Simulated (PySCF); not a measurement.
Circular dichroism: `[C-]#C[C@H]1CC[C@@H]1OC`, [C₇H₉O]-, charge -1

Geometry:
```csv
atom,x (Å),y (Å),z (Å)
C1,-0.420,-1.837,-2.669
C2,-0.538,-0.979,-1.795
C3,-0.647,0.048,-0.753
C4,-1.921,0.085,0.154
C5,-1.025,0.270,1.383
C6,0.188,-0.148,0.552
O7,1.338,0.668,0.755
C8,2.360,0.330,-0.141
H9,-0.452,1.068,-1.139
H10,-2.648,0.878,-0.039
H11,-2.436,-0.876,0.154
H12,-0.937,1.314,1.685
H13,-1.250,-0.337,2.265
H14,0.465,-1.204,0.699
H15,3.145,1.082,-0.037
H16,1.996,0.311,-1.173
H17,2.773,-0.663,0.089
```

Total charge -1.

Computed with TDDFT PBE0/aug-cc-pVDZ circular dichroism and optical rotation, one conformer, gas phase in PySCF 2.14.0. Geometry: GFN2-xTB.

The molecule is flexible and this is one conformer; a measurement averages over conformers. For a gas-phase anion, states above the detachment energy (about 1.2 eV, taken as minus the energy of the highest occupied orbital) lie in the continuum and depend on the basis.

**Question.** Assign R or S to each stereocentre.

**Answer.** C3 R, C6 S.

**Question.** List the lowest 12 singlet excitations with oscillator and rotatory strengths.

**Answer.** Rotatory strengths R in 10⁻⁴⁰ esu² cm², velocity form and length form (origin at the centre of mass); f in length form.
```csv
state,E (eV),λ (nm),f,R (velocity),R (length),main
1,3.10,400,0.008,-9.3,-9.3,"HOMO−1→LUMO 0.78, HOMO→LUMO 0.18"
2,3.12,398,0.007,+5.2,+5.3,"HOMO→LUMO 0.45, HOMO−2→LUMO 0.36"
3,3.19,389,0.003,+0.7,+0.7,"HOMO−2→LUMO 0.59, HOMO→LUMO 0.35"
4,3.30,376,0.001,-1.4,-1.2,"HOMO→LUMO+1 0.50, HOMO−1→LUMO+1 0.40"
5,3.32,373,0.005,+1.4,+1.4,"HOMO−1→LUMO+1 0.55, HOMO→LUMO+1 0.26"
6,3.37,368,0.0004,+0.8,+0.8,"HOMO−2→LUMO+1 0.73, HOMO→LUMO+1 0.22"
7,3.42,362,0.003,+1.6,+1.6,"HOMO→LUMO+2 0.46, HOMO−1→LUMO+2 0.35"
8,3.44,361,0.003,-2.1,-2.1,"HOMO−1→LUMO+2 0.58, HOMO−2→LUMO+2 0.25"
9,3.51,353,9e-05,-0.9,-1.1,"HOMO−2→LUMO+2 0.56, HOMO→LUMO+2 0.37"
10,3.72,333,0.016,-4.0,-4.4,"HOMO−1→LUMO+3 0.75, HOMO→LUMO+3 0.20"
11,3.74,332,0.019,+12.6,+12.7,"HOMO→LUMO+3 0.41, HOMO−2→LUMO+3 0.38"
12,3.80,326,0.004,+0.9,+0.8,"HOMO−2→LUMO+3 0.55, HOMO→LUMO+3 0.35"
```

Among the states computed, the strongest CD band (largest |R|) is state 11. The largest dissymmetry factor in size, g = 4R/(D+G), with D and G the electric and magnetic dipole strengths, is -0.088 for state 9 (velocity form, f = 5e-05), among bands with |R| over 0.5. The mirror image has the same energies and oscillator strengths and all R with the opposite sign.
